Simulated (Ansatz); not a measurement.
```yaml
crystal:
  periodic: [false, false, false]
  atoms:
    - {symbol: C, position_ang: [-2.688947, 1.678629, 2.094633]}
    - {symbol: O, position_ang: [-2.747451, -0.608607, 0.026061]}
    - {symbol: C, position_ang: [-0.044109, -2.017596, -0.148778]}
    - {symbol: Cl, position_ang: [-0.376000, -4.842357, -2.929299]}
    - {symbol: In, position_ang: [3.641851, 0.244854, -2.326935]}
    - {symbol: H, position_ang: [-1.058959, 3.366267, 1.489724]}
    - {symbol: H, position_ang: [-2.166498, 0.870842, 4.310897]}
    - {symbol: H, position_ang: [-4.869210, 2.671911, 2.113283]}
    - {symbol: H, position_ang: [0.450457, -3.205704, 1.889618]}
    - {symbol: H, position_ang: [7.129314, -1.070768, -1.671737]}
    - {symbol: H, position_ang: [2.729574, 2.912550, -4.847467]}
basis:
  gaussian: {orbitals: def2-mTZVP}
hamiltonian: {xc: {name: B97}}
output: {forces: true}
```

```sh
$ ansatz run in.yaml --threads 4 --pin off --events-out ev --progress --plain --max-ram 10444MiB
```

It prints (some lines left out):

```
Functional definition: B97
1398 factors; integrals over basis functions are off by at most 4.2e-4 eV
mean field evaluation 1: about -21817.6261 eV, gradient 9.8e1 eV
mean field evaluation 2: about -20747.9088 eV, gradient 2.5e2 eV
mean field evaluation 4: about -21662.9428 eV, gradient 1.7e2 eV
mean field evaluation 8: about -21869.8545 eV, gradient 2.2e1 eV
mean field evaluation 16: about -21873.4901 eV, gradient 3.3e-1 eV
mean field evaluation 32: about -21873.5280 eV, gradient 2.1e-5 eV
mean field -21873.74300067 eV, -803.8452287191 hartree, gradient 2.7e-6 eV, S^2 0.000000; 20 other end points of the search recorded, 0 dependent functions left out
reference -21873.74306161 eV, -803.8452309585 hartree; 32, 32 occupied and 106, 106 virtual orbitals, 1398 factors
Total energy: -21873.74306161 eV, -803.8452309585 hartree
Atom 0 at    -2.688947     1.678629     2.094633 Å, force    -0.092487     0.758894     0.673204 eV/Å
Atom 1 at    -2.747451    -0.608607     0.026061 Å, force     1.249103     0.116794     0.647715 eV/Å
Atom 2 at    -0.044109    -2.017596    -0.148778 Å, force    -0.709746    -0.663353     1.785214 eV/Å
Atom 3 at    -0.376000    -4.842357    -2.929299 Å, force     0.096545     0.281895     0.239667 eV/Å
Atom 4 at     3.641851     0.244854    -2.326935 Å, force     0.228090     0.096450    -0.250383 eV/Å
Atom 5 at    -1.058959     3.366267     1.489724 Å, force    -1.334676    -1.381226     0.490893 eV/Å
Atom 6 at    -2.166498     0.870842     4.310897 Å, force    -0.434992     0.670429    -1.846147 eV/Å
Atom 7 at    -4.869210     2.671911     2.113283 Å, force     1.887715    -0.862287    -0.024046 eV/Å
Atom 8 at     0.450457    -3.205704     1.889618 Å, force    -0.570006     1.147395    -1.950650 eV/Å
Atom 9 at     7.129314    -1.070768    -1.671737 Å, force    -0.414744     0.144844    -0.062847 eV/Å
Atom 10 at     2.729574     2.912550    -4.847467 Å, force     0.095199    -0.309836     0.297380 eV/Å
Dipole moment:     2.105181     1.482383     0.203931 e Å
```

(1) Something in this input is off. What?

## Answers

(1) The geometry is stretched to more than twice its size. The calculation finished and met its thresholds. The result belongs to that input, not to the molecule as meant.
